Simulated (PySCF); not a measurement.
## C₉H₁₄Si: calculation and literature

Atoms are numbered as in `[CH3:1][Si:2]([CH3:3])([CH3:4])[c:5]1[cH:6][cH:7][cH:8][cH:9][cH:10]1` (H(Xn): hydrogen on atom n).

[PySCF 2.14.0 with density-fitted response routines: geometry from GFN2-xTB; shielding tensors at PBE0/pcSseg-1 (GIAO); averaged over atoms made equivalent by symmetry, fast rotation or ring inversion; a single conformation; non-relativistic; in vacuum]

Reference values: estimated from measurements, as parent shift plus tabulated substituent increment (solution, not stated per compound (mostly CDCl3 or CCl4); Pretsch, Buehlmann, Badertscher, Structure Determination of Organic Compounds, 4th ed. (2009)).
```
       atoms  quantity  reference  computed  computed, scaled
      C6/C10     δ 13C      133.4     138.9             133.2
          C8     δ 13C      128.9     134.5             128.9
       C7/C9     δ 13C      127.8     132.9             127.3
H(C6)/H(C10)      δ 1H       7.53      7.69              7.35
 H(C7)/H(C9)      δ 1H       7.34      7.63              7.28
       H(C8)      δ 1H       7.34      7.63              7.28
```

Reference values: measured (solution; W. Buchner, W. Wolfsberger, Z. Naturforsch. 32b (1977) 967).
```
atoms       quantity  reference  computed  computed, scaled
  Si2  δ 29Si vs TMS       -5.1      -4.5             -10.7
```

Computed shifts are σ(ref) − σ with the named reference compound (TMS for H and C) calculated as an isolated molecule at the same level. The measured values may be among those fitted. Shieldings were converted by linear fits to measured shifts (mostly CDCl3, TMS scale, for H and C): 13C: δ = 179.97 − 0.974σ (rms 2.1 ppm, 958 shifts, 2.3 ppm with the 13 outliers that the fit left out); 1H: δ = 30.01 − 0.943σ (rms 0.17 ppm, 504 shifts, 0.18 ppm with the 4 outliers that the fit left out); 29Si: δ = 279.94 − 0.822σ (rms 8.9 ppm, 72 shifts, 25.8 ppm with the 6 outliers that the fit left out vs TMS, solution or neat liquid). Occasional misses reach two or three times the rms, and more in compound classes unlike the fitted ones.

**Question.** How far are the unscaled 13C shifts from the references?

**Answer.** Mean signed difference +5.40 ppm, mean absolute 5.40 ppm over 3 comparisons; the largest is +5.6 ppm at C8 (aromatic CH).

**Question.** How far are the unscaled 1H shifts from the references?

**Answer.** Mean signed difference +0.25 ppm, mean absolute 0.25 ppm over 3 comparisons; the largest is +0.29 ppm at H(C7)/H(C9) (hydrogen on an aromatic CH).

7 of the 11 published NMR values on file for this molecule are compared. The rest: values from further sources.
